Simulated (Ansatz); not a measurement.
`N#CN[SiH2]O` + `N[SiH2][SiH3]` → `O[SiH2]N[SiH2][SiH3]` + `N#CN`  (ligand exchange at the Si–N bond)

Program: Ansatz. Geometries: PBE0-D4/def2-TZVP. ΔE: electronic, gas phase. CBS: MP2 limit from def2 TZ/QZ plus the TZ coupled-cluster correction, frozen cores. This one scheme is used for every species. Functionals use def2-TZVPP. Each species was taken in one conformer, which may not be the lowest.

`N#CN[SiH2]O`:

Cartesian coordinates in Å:
```
N 2.363 0.405 -1.529
C 1.622 0.517 -0.650
N 0.731 0.632 0.332
Si -0.922 0.068 0.197
O -1.110 -1.526 0.497
H 1.122 0.883 1.229
H -1.655 0.769 1.267
H -1.328 0.413 -1.182
H -0.824 -2.162 -0.161
```

`N[SiH2][SiH3]`:

```xyz
10

N     0.258    0.541   -1.686
Si    0.855   -0.083   -0.194
Si   -0.915   -0.182    1.336
H    -0.565    0.135   -2.102
H     0.909    0.832   -2.399
H     1.914    0.846    0.286
H     1.483   -1.441   -0.265
H    -2.044   -0.966    0.761
H    -1.418    1.176    1.674
H    -0.476   -0.856    2.589
```

`O[SiH2]N[SiH2][SiH3]`:

Z-matrix (Å, degrees):
```
Si
N 1 1.717
O 1 1.644 2 114.8
H 1 1.479 2 110.5 3 -116.5
H 1 1.487 2 105.2 3 122.1
Si 2 1.733 1 129.1 3 -104.1
H 2 1.012 1 115.6 3 72.2
H 3 0.958 1 117.7 2 61.8
Si 6 2.343 2 111.3 1 3.9
H 6 1.492 2 110.4 1 123.9
H 6 1.492 2 111.6 1 -118.2
H 9 1.486 6 112.8 2 -70.0
H 9 1.490 6 107.4 2 170.5
H 9 1.489 6 111.0 2 52.4
```

`N#CN`:

Cartesian coordinates in Å:
```
N 0.959 1.626 0.248
C 0.357 0.662 0.048
N -0.358 -0.430 -0.234
H 0.182 -1.256 -0.442
H -1.140 -0.602 0.379
```

| level | ΔE (kJ/mol) |
| --- | --- |
| PBE-D4 | -8.7 |
| B2PLYP | -2.6 |

**Question.** What does CCSD(T)/CBS give? (An estimate is asked.)

**Answer.** Computed: -7.5 kJ/mol. The listed levels differ from it by -1.2, 4.9 kJ/mol.

Largest T1 diagnostic among the species: 0.014.

The D4 term adds −7.6 kJ/mol with B3LYP and −4.4 kJ/mol with PBE0; it sums over pairs of atoms, weighted by their polarisabilities, and B3LYP, whose exchange is more repulsive, gets the larger term. In def2-TZVPP, CCSD(T) changes the Hartree–Fock value by −8.2 kJ/mol (the triples alone add −1.2 kJ/mol) and MP2 by −7.2 kJ/mol.

B3LYP here is the variant with VWN-RPA as its local correlation; programs differ in this.
